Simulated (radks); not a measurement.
Spherical jellium clusters: N electrons in a uniform positive sphere of charge N and radius rs N^(1/3), rs = 3.84 bohr. Calculated with a radial shooting solver with Libxc functionals: non-relativistic Kohn-Sham, LDA (Slater exchange, Perdew-Wang correlation), spin-polarised, spherical densities. Levels are named by radial order and angular momentum (1s, 1p, 1d, 2s, ...), and open shells are averaged over m. Each electron was tried in the lowest free levels, single moves between levels near the top were tried too, and the lowest total energy was kept; such a search can miss a lower state. Energies include the self-energy of the background; IP and EA are vertical (highest electron removed, lowest free level filled), at fixed background; spill-out counts the electrons outside the background radius R, and alpha is the static dipole polarisability from linear response (closed shells only). A dash means not computed or, for alpha, an open shell; in EA it means that no bound solution was reached, which is typical of self-interaction and does not show that the anion is unstable. Real open-shell clusters deform, which this model forbids.

| N | open shells | 2S | E/N (eV) | E(N+1) + E(N-1) - 2E(N) (eV) | IP (eV) | EA (eV) | spill-out (e) |
|---|---|---|---|---|---|---|---|
| 1 | 1s(up 1, down 0) | 1 | -1.194 | - | - | - | 0.40 |
| 2 | none | 0 | -1.669 | 1.174 | 5.442 | - | 0.57 |
| 3 | 1p(up 1, down 0) | 1 | -1.435 | -0.669 | 3.875 | - | 0.88 |
| 4 | 1p(up 2, down 0) | 2 | -1.486 | -0.480 | 4.453 | - | 1.06 |
| 5 | 1p(up 3, down 0) | 3 | -1.612 | 0.305 | 4.778 | - | 1.18 |
| 6 | 1p(up 3, down 1) | 2 | -1.646 | -0.389 | 4.335 | - | 1.33 |
| 7 | 1p(up 3, down 2) | 1 | -1.725 | -0.283 | 4.641 | 1.655 | 1.45 |
| 8 | none | 0 | -1.820 | 1.286 | 4.841 | - | 1.54 |
| 9 | 1d(up 1, down 0) | 1 | -1.751 | -0.280 | 3.480 | - | 1.73 |
| 10 | 1d(up 2, down 0) | 2 | -1.724 | -0.241 | 3.744 | - | 1.87 |
| 11 | 1d(up 3, down 0) | 3 | -1.723 | -0.207 | 3.951 | 1.337 | 2.00 |
| 12 | 1d(up 4, down 0) | 4 | -1.740 | -0.178 | 4.117 | 1.530 | 2.10 |
| 13 | 1d(up 5, down 0) | 5 | -1.768 | 0.348 | 4.253 | 1.216 | 2.19 |
| 14 | 1d(up 5, down 1) | 4 | -1.768 | -0.189 | 3.864 | 1.429 | 2.30 |
| 15 | 1d(up 5, down 2) | 3 | -1.779 | -0.162 | 4.028 | 1.608 | 2.40 |
| 16 | 1d(up 5, down 3) | 2 | -1.800 | -0.141 | 4.162 | 1.763 | 2.49 |
| 17 | 1d(up 5, down 4) | 1 | -1.826 | -0.124 | 4.275 | 1.898 | 2.58 |
| 18 | none | 0 | -1.857 | 0.223 | 4.371 | 1.723 | 2.65 |
| 19 | 2s(up 1, down 0) | 1 | -1.872 | 0.205 | 4.120 | 1.588 | 2.82 |
| 20 | none | 0 | -1.876 | 0.475 | 3.917 | 1.130 | 3.03 |
| 21 | 1f(up 1, down 0) | 1 | -1.856 | -0.132 | 3.462 | 1.274 | 3.13 |
| 22 | 1f(up 2, down 0) | 2 | -1.845 | -0.121 | 3.576 | 1.404 | 3.21 |
| 23 | 1f(up 3, down 0) | 3 | -1.839 | -0.111 | 3.678 | 1.521 | 3.29 |
| 24 | 1f(up 4, down 0) | 4 | -1.839 | -0.102 | 3.769 | 1.628 | 3.37 |
| 25 | 1f(up 5, down 0) | 5 | -1.843 | -0.094 | 3.851 | 1.726 | 3.44 |
| 26 | 1f(up 6, down 0) | 6 | -1.850 | -0.087 | 3.925 | 1.815 | 3.50 |
| 27 | 1f(up 7, down 0) | 7 | -1.860 | 0.307 | 3.992 | 1.519 | 3.57 |
| 28 | 1f(up 7, down 1) | 6 | -1.858 | -0.098 | 3.666 | 1.626 | 3.65 |
| 29 | 1f(up 7, down 2) | 5 | -1.860 | -0.090 | 3.751 | 1.723 | 3.72 |
| 30 | 1f(up 7, down 3) | 4 | -1.865 | -0.083 | 3.827 | 1.813 | 3.79 |
| 31 | 1f(up 7, down 4) | 3 | -1.872 | -0.077 | 3.897 | 1.895 | 3.85 |
| 32 | 1f(up 7, down 5) | 2 | -1.881 | -0.072 | 3.961 | 1.972 | 3.92 |
| 33 | 1f(up 7, down 6) | 1 | -1.891 | -0.067 | 4.019 | 2.043 | 3.98 |
| 34 | none | 0 | -1.903 | 0.380 | 4.072 | 1.697 | 4.04 |
| 35 | 2p(up 1, down 0) | 1 | -1.903 | -0.043 | 3.679 | 1.772 | 4.20 |
| 36 | 2p(up 2, down 0) | 2 | -1.905 | -0.034 | 3.733 | 1.836 | 4.36 |
| 37 | 2p(up 3, down 0) | 3 | -1.907 | 0.220 | 3.777 | 1.656 | 4.52 |
| 38 | 2p(up 3, down 1) | 2 | -1.904 | -0.045 | 3.566 | 1.738 | 4.71 |
| 39 | 2p(up 3, down 2) | 1 | -1.902 | -0.037 | 3.629 | 1.810 | 4.89 |
| 40 | none | 0 | -1.901 | 0.137 | 3.683 | 1.667 | 5.07 |
| 41 | 1g(up 1, down 0) | 1 | -1.896 | -0.068 | 3.561 | 1.730 | 5.11 |
| 42 | 1g(up 2, down 0) | 2 | -1.894 | -0.065 | 3.612 | 1.789 | 5.15 |
| 43 | 1g(up 3, down 0) | 3 | -1.893 | -0.061 | 3.660 | 1.845 | 5.19 |
| 44 | 1g(up 4, down 0) | 4 | -1.893 | - | 3.705 | 1.899 | 5.23 |

All shells are closed at N = 2, 8, 18, 20, 34, 40 (there: 1s2 1p6 1d10 2s2 1f14 2p6); the second difference of the energy has clear peaks (12 % above both neighbours; the first and last values, which can be the largest, are not judged, and half-filled shells can peak too) at N = 5, 8, 13, 20, 27, 34, 37, 40.
